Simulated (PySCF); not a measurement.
An equivalent PySCF input for S+ (sulfur, charge +1), [Ne] 3s2 3p3, high-spin 4S determinant, with the non-relativistic Hamiltonian (point nucleus):

```python
from pyscf import gto, scf, dft, mp, cc
import basis_set_exchange as bse
mol = gto.M(atom="S 0 0 0", charge=1, spin=3, symmetry="D2h",
            basis=gto.basis.parse(bse.get_basis("cc-pV(D+d)Z", elements=["S"], fmt="nwchem", header=False)))
mf = dft.UKS(mol, xc="MN15")
mf.irrep_nelec = {'Ag': (3, 3), 'B1u': (2, 1), 'B2u': (2, 1), 'B3u': (2, 1)}
mf.kernel()
```

It reaches the same state as the run whose output follows, with an energy that differs only through the grid. The run itself started from symmetry-adapted Hartree-Fock orbitals and held the occupation by maximum overlap, on a logarithmic radial grid, so the iterations belong to that start.

```
SCF conv_tol = 1e-09
number electrons alpha = 9  beta = 6
XC functionals = MN15
    H. S. Yu, X. He, S. L. Li, and D. G. Truhlar.,  Chem. Sci. 7, 5032-5051 (2016)
    H. S. Yu, X. He, S. L. Li, and D. G. Truhlar.,  Chem. Sci. 7, 5032-5051 (2016)
cycle= 1 E= -397.595567965358  delta_E= -0.00463  |g|= 0.00537  |ddm|= 0.303
cycle= 2 E= -397.595583924446  delta_E= -1.6e-05  |g|= 0.00099  |ddm|= 0.0373
cycle= 3 E= -397.595584480633  delta_E= -5.56e-07  |g|= 0.000181  |ddm|= 0.00553
cycle= 4 E= -397.595584494792  delta_E= -1.42e-08  |g|= 8.89e-06  |ddm|= 0.000854
cycle= 5 E= -397.595584494853  delta_E= -6.08e-11  |g|= 1.97e-07  |ddm|= 7.71e-05
converged SCF energy = -397.595584494853  <S^2> = 3.7500551  2S+1 = 4.0000275
```
